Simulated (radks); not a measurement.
The caesium ion Cs45+, 10 electrons, occupied as [Ne]. Method: scalar-relativistic Kohn-Sham, PBEsol, spin-unpolarised, spherical densities, point nucleus; computed with a radial shooting solver on a logarithmic mesh with Libxc functionals.

Unscreened Slater integrals over Kohn-Sham orbitals (hartree). Empty in this configuration: 3s.

integral,value
"F0(2p,2p)",9.4843
"F2(2p,2p)",4.5121
"F0(2p,2s)",8.7052
"G1(2p,2s)",4.9377
"F0(2p,1s)",12.881
"G1(2p,1s)",2.4591
"F0(2p,3s)",4.4766
"G1(2p,3s)",0.47680
"F0(2s,2s)",8.2154
"F0(2s,1s)",11.573
"G0(2s,1s)",1.1597
"F0(2s,3s)",4.3774
"G0(2s,3s)",0.38061
"F0(1s,1s)",36.201
"F0(1s,3s)",5.1555
"G0(1s,3s)",0.27544
"F0(3s,3s)",3.4239
